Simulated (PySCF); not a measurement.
Ionisation energy of Au by level of theory

Au [Xe] 4f14 5d10 6s1 [6s1/2^1, M_J = 1/2] → Au⁺ [Xe] 4f14 5d10, as a difference of total energies. All numbers are calculated (PySCF 2.14, the two-component X2C-1e Hamiltonian, in x2c-SVPall-2c with one added diffuse shell each of s, d type (8s9p10d2f, 99 functions)). Correlated levels: [Kr] 4d10 4f14 frozen; the 22 highest virtual spinors dropped. "Screened" scales the spin-orbit matrix elements by Boettger's factors to mimic the two-electron term; Breit and QED terms are absent.

| method | ionisation energy (eV) |
| --- | --- |
| GHF (spin-free) | 7.724 |
| GMP2 (spin-free) | 8.540 |
| GHF (screened spin-orbit) | 7.749 |
| GMP2 (screened spin-orbit) | 8.566 |

Q: How much does correlation contribute at GMP2 (screened spin-orbit)?

A: 8.566 − (7.749) = 0.817 eV, measured against GHF (screened spin-orbit).

Errors of the correlated levels include the incompleteness of this basis and the frozen core.

For comparison: 9.226 eV (measured; NIST Atomic Spectra Database, ionization energies).
